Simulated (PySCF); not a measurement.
Saddle point of BN₂H₄Cl, singlet (BN₂H₄Cl ([NH2][B]([NH2])[Cl]) → BNHCl ([NH][B][Cl]) + NH₃ (still joined by a long B–N bond); bonds formed: N2–H4; bonds broken: N3–H4; bonds weakened to dative contacts: B1–N2), PBE0-D4/def2-TZVP structure:

```xyz
8
angstrom
B -0.5114 0.1836 0.3011
N 0.8126 0.4099 -0.4890
N -0.5266 -1.1669 0.3317
H 0.6290 -0.8143 -0.3581
Cl -1.5166 1.5157 0.8780
H 0.7359 0.8152 -1.4143
H 1.5812 0.8440 0.0080
H -1.2042 -1.7875 0.7426
```

Energies are electronic, without zero-point energy. Barriers and step energies count from the start structure reached by relaxing down the imaginary mode; all methods use the PBE0-D4 structures, on which another method's saddle can fall below an end. PySCF 2.14 with density fitting (its default auxiliary sets; JK sets also for MP2 and CCSD(T)); basis: def2-TZVPP, with def2-QZVPP for the basis limit; cores frozen in the correlated methods. B3LYP uses VWN-RPA correlation. Extrapolation: Hartree–Fock as exp(−7.88 √X), correlation as X^−2.97.

```
   method  barrier (kcal/mol)  step energy (kcal/mol)
    SPW92               51.10                   44.29
   PBE-D4               53.84                   43.06
r2SCAN-D4               58.46                   45.55
  PBE0-D4               58.78                   46.13
 B3LYP-D4                   ?                   45.88
 BHLYP-D4               66.33                   49.22
  wB97M-V               60.81                   46.23
       HF                   ?                   52.69
      MP2                   ?                   44.81
     CCSD               62.99                   46.33
  CCSD(T)               60.16                   44.69
```

**Question.** Fill in the withheld barriers. (To be estimated.)

**Answer.** Computed: MP2 59.04; B3LYP-D4 60.53; HF 75.33 kcal/mol. Each is the energy of the saddle less that of the start structure, by the same method.

For comparison, the barrier by CCSD(T) at an estimated basis limit (MP2 extrapolated from triple and quadruple zeta, plus CCSD(T) − MP2 in triple zeta) is 60.61 kcal/mol.

T1 diagnostic: at most 0.014.

Labels in which every atom is bracketed show which atoms are joined, not bond orders.

For scale, one of the runs: CCSD(T)/def2-TZVPP, 191 basis functions, launched by `OMP_NUM_THREADS=4 python run.py`. Time: 2.9 min of wall clock on 4 CPU threads of a Oxide Virtual Turin-like; the host was shared. Peak host memory: 2.2 GiB.
